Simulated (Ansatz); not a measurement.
Harmonic frequencies (cm⁻¹) at PBE0-D4/def2-TZVP from Ansatz: 125, 144, 167, 209, 233, 412, 618, 664, 694, 728, 815, 851, 932, 1266, 1446, 1450, 2197, 3066, 3162, 3165, 3893.

Each molecule was computed in one conformer, which needn't be the lowest.

**Question.** Which molecule is it?
A. `C#[C][GeH2][C]#C`
B. `[OH][GeH2][CH2]Cl`
C. `[F][GeH]([Cl])[O][SiH3]`
D. `[CH3][GeH]([OH])[Cl]`

**Answer.** D.
